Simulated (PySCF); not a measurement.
**Orbital energies and ionisation energy**

Species: C6H14Ge.
Geometry (PBE0-D3(BJ)/def2-SVP, Å), atoms numbered from 1 in this order:
```xyz
21
C6H14Ge angstrom
C      1.942   -0.931   -1.176
Ge     0.732    0.034    0.020
C      1.756    1.116    1.286
C     -0.598   -1.141    0.888
C     -1.925   -0.409    0.650
C     -1.922    0.217   -0.750
C     -0.659    1.068   -0.929
H      1.370   -1.514   -1.913
H      2.593   -0.230   -1.720
H      2.581   -1.624   -0.608
H      2.351    1.876    0.758
H      1.081    1.631    1.986
H      2.445    0.487    1.869
H     -0.398   -1.326    1.954
H     -0.597   -2.120    0.381
H     -2.794   -1.076    0.781
H     -2.040    0.397    1.397
H     -1.926   -0.596   -1.499
H     -2.842    0.799   -0.923
H     -0.775    2.047   -0.434
H     -0.424    1.265   -1.986
```

Level: CAM-B3LYP/def2-SVPD (PySCF). Frontier orbitals with their largest atomic shares (Löwdin; up to four atoms above 4 %):

```
orbital  ε (eV)                            main atoms
 HOMO−3  -10.36  C6 20 %, C5 20 %, H18 12 %, H17 12 %
 HOMO−2   -9.49    C1 26 %, C3 25 %, Ge2 20 %, H8 4 %
 HOMO−1   -9.18   Ge2 19 %, C7 12 %, C4 12 %, C3 12 %
   HOMO   -8.71                                     ?
   LUMO    1.11      Ge2 23 %, C1 9 %, C3 9 %, H9 5 %
 LUMO+1    1.71  C5 12 %, C6 12 %, H16 10 %, H19 10 %
 LUMO+2    1.90   C3 13 %, C1 12 %, H12 10 %, H8 10 %
```

What vertical ionisation energy does ΔSCF give, and how far is −ε(HOMO) from it?

ΔSCF: 9.35 eV (902 kJ/mol; threshold wavelength 133 nm); ⟨S²⟩ of the doublet left behind is 0.759, against 0.75 for a pure doublet. −ε(HOMO) is 8.71 eV, 0.64 eV below it. In exact Kohn–Sham theory the two would be equal; CAM-B3LYP (range-separated hybrid) falls short of its own ΔSCF value by 7 %.

On which atoms does the HOMO lie?

C4 (sp3 carbon bound to germanium) 24 %, C7 (sp3 carbon bound to germanium) 24 %, Ge2 (germanium bonded to 4 C) 20 %, C5 (ring CH2 carbon) 4 %, so no atom holds as much as 40 %. The HOMO−1 lies 0.47 eV lower.

What total energies stand behind the ΔSCF value?

E(N) = -2313.64061 Eh and E(N − 1) = -2313.29697 Eh at the same geometry, 0.34364 Eh apart.

With α = 99.4 au, estimate the like-pair dispersion coefficient by London's formula C6 = (3/4)α²I.

I = 0.3436 Eh, so C6 ≈ 2550 au; the Casimir–Polder integral at the same level gives 4020 au, 1.58 times as much.

Shift the occupied levels rigidly so that −ε(HOMO) equals the ΔSCF value. What binding energies result?

The shift is +0.64 eV: HOMO 9.35, HOMO−1 9.82, HOMO−2 10.13, HOMO−3 11.00 eV. A rigid shift is only a rough guide to the deeper ionisations.

How many of the 10 lowest singlet excitations (vertical TDDFT, same level) lie below the ionisation energy?

All 10; they run from 7.16 to 8.48 eV.

Geometry: PBE0-D3(BJ)/def2-SVP, one conformer, isolated molecule. The calculation is non-relativistic, for germanium too.
